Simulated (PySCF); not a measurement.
# Partial charges of `CN[Si@@H]1C[SiH2]C[Si@@H](O)C1`

C4H15NOSi3.
SMILES with atom numbers: `[CH3:1][NH:2][Si@@H:3]1[CH2:4][SiH2:5][CH2:6][Si@@H:7]([OH:8])[CH2:9]1` (hydrogens: H10, H11, H12 on C1; H13 on N2; H14 on Si3; H15, H16 on C4; H17, H18 on Si5; H19, H20 on C6; H21 on Si7; H22 on O8; H23, H24 on C9)

Structure used (GFN2-xTB), in Å, numbered top down from 1:
```xyz
24
C4H15NOSi3 angstrom
C      3.116    1.770   -0.126
N      2.395    0.631   -0.638
Si     1.010   -0.036    0.150
C      0.443   -1.467   -0.960
Si    -1.228   -2.183   -0.441
C     -2.513   -0.788   -0.383
Si    -2.009    0.667    0.728
O     -1.829    0.192    2.279
C     -0.307    1.327    0.245
H      3.841    1.496    0.649
H      2.403    2.466    0.308
H      3.650    2.275   -0.933
H      3.016   -0.017   -1.099
H      1.280   -0.553    1.509
H      1.190   -2.258   -0.949
H      0.383   -1.122   -1.991
H     -1.664   -3.213   -1.404
H     -1.121   -2.831    0.877
H     -2.683   -0.422   -1.393
H     -3.469   -1.190   -0.048
H     -3.046    1.716    0.670
H     -2.489   -0.349    2.703
H     -0.377    1.835   -0.715
H     -0.005    2.077    0.971
```

Density: PBE0/pcSseg-1 (PySCF); schemes: Mulliken, IAO, Hirshfeld and ESP-fitted. Isolated species at its GFN2-xTB geometry (one conformer only).

Question: What partial charge does each atom carry?

Answer: In e:

```tsv
atom	environment	Mulliken	IAO	Hirshfeld	ESP-fitted
C1	N-methyl carbon	-0.097	-0.295	-0.071	+0.020
N2	silicon-bound nitrogen	-0.686	-0.676	-0.250	-0.807
Si3	SiH silicon	+0.928	+1.034	+0.383	+0.942
C4	sp3 carbon bound to silicon	-0.868	-0.841	-0.254	-0.899
Si5	SiH2 silicon	+0.627	+0.763	+0.329	+0.766
C6	sp3 carbon bound to silicon	-0.879	-0.865	-0.260	-0.787
Si7	oxygen-bound silicon	+1.016	+1.149	+0.411	+0.877
O8	silanol oxygen	-0.562	-0.794	-0.304	-0.760
C9	sp3 carbon bound to silicon	-0.887	-0.865	-0.258	-0.728
H10	methyl hydrogen	+0.099	+0.118	+0.031	+0.031
H11	methyl hydrogen	+0.109	+0.140	+0.043	+0.043
H12	methyl hydrogen	+0.111	+0.139	+0.040	+0.066
H13	N–H hydrogen	+0.187	+0.250	+0.109	+0.357
H14	Si–H hydrogen	-0.076	-0.166	-0.095	-0.180
H15	methylene hydrogen	+0.164	+0.161	+0.040	+0.198
H16	methylene hydrogen	+0.166	+0.161	+0.041	+0.221
H17	Si–H hydrogen	-0.081	-0.129	-0.090	-0.181
H18	Si–H hydrogen	-0.064	-0.132	-0.085	-0.175
H19	methylene hydrogen	+0.167	+0.164	+0.042	+0.199
H20	methylene hydrogen	+0.164	+0.159	+0.038	+0.166
H21	Si–H hydrogen	-0.116	-0.167	-0.099	-0.204
H22	hydroxyl hydrogen	+0.239	+0.363	+0.176	+0.455
H23	methylene hydrogen	+0.165	+0.163	+0.041	+0.171
H24	methylene hydrogen	+0.175	+0.165	+0.042	+0.210
```

Mean size of the charges over all atoms: IAO 0.411 e, ESP-fitted 0.393 e, Mulliken 0.360 e, Hirshfeld 0.147 e. Each set sums to the total charge, 0, to within 0.001 e. The ESP scheme fits charges at the nuclei, held to the total charge, to the electrostatic potential on points at 1.4 to 2.0 times the van der Waals radii. The IAO scheme counts the electrons in orthogonalised intrinsic atomic orbitals, a minimal basis polarised so that it spans the occupied orbitals exactly.

Lowest charge. The schemes don't all agree: Mulliken C9 (-0.887); IAO C6 and C9 (-0.865); Hirshfeld O8 (-0.304); ESP-fitted C4 (-0.899).

Highest charge. The schemes don't all agree: Mulliken Si7 (+1.016); IAO Si7 (+1.149); Hirshfeld Si7 (+0.411); ESP-fitted Si3 (+0.942).

Question: How closely do the schemes follow one another over all atoms?

Answer: Correlation coefficient and root-mean-square difference: Mulliken with IAO 0.99, 0.087 e; IAO with Hirshfeld 0.99, 0.347 e; IAO with ESP-fitted 0.98, 0.109 e; Hirshfeld with ESP-fitted 0.98, 0.322 e; Mulliken with ESP-fitted 0.98, 0.107 e; Mulliken with Hirshfeld 0.96, 0.309 e.

Question: How many electrons does the Mulliken scheme count on Si7?

Answer: Z − q = 14 − (+1.016) = 12.984.

These values come from a run that also computed NMR shieldings. The run took 3.1 min of wall time (grids of density and orbitals included) on an Intel Xeon at 2.50 GHz with one thread (shared host), and the process peaked at 1.2 GiB of memory.
